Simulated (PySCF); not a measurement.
C7H9PS.
Atom-mapped SMILES: `[CH3:1][S:2][c:3]1[cH:4][cH:5][p:6][c:7]([CH3:8])[cH:9]1`

Definitions: NICS(0) = −σiso at the ring centroid; NICS(1) = −σiso and NICS(1)zz = −σzz at ±1 Å along the ring normal z. Level: GIAO PBE0/pcSseg-1 (PySCF, non-relativistic, gas phase) on the GFN2-xTB geometry, one conformer.

Ring bond lengths (Å), with Mayer bond orders in brackets: C3–C4 1.388 (1.33), C4–C5 1.378 (1.48), C5–P6 1.732 (1.31), P6–C7 1.750 (1.26), C7–C9 1.377 (1.43), C9–C3 1.394 (1.36).

Task: What do the NICS probes read (ppm)?

Result: 
```
             ring                                               type  NICS(0)  NICS(1), two faces  NICS(1)zz, two faces  rms pucker (Å)  centre to ring atoms, mean (Å)
C3–C4–C5–P6–C7–C9  6-membered ring with P; formal bonds all aromatic     -6.8         -9.8 / -9.7         -23.4 / -23.2            0.00                            1.49
```

Task: What do they say, and how far can they be read as aromaticity?

Result: 
- C3–C4–C5–P6–C7–C9: mean NICS(1)zz -23.3 ppm, shielded.

Task: And the bond-length index? HOMA takes Krygowski's 1993 parameters.

Result: 
- C3–C4–C5–P6–C7–C9: HOMA 0.91; the largest term is that of P6–C7, α(R − Ropt)² = 0.32.

Task: At the first NICS(1) probe listed for ring C3–C4–C5–P6–C7–C9, 1 Å off the ring, what do the in-plane components average?

Result: The isotropic value is a third of the trace: (3 × -9.8 − (-23.4))/2 = -3.0 ppm.

Conformer computed: `[CH3:1][S:2][c:3]1[cH:4][cH:5][p:6][c:7]([CH3:8])[cH:9]1`: C1–S2–C3–C4 0°.
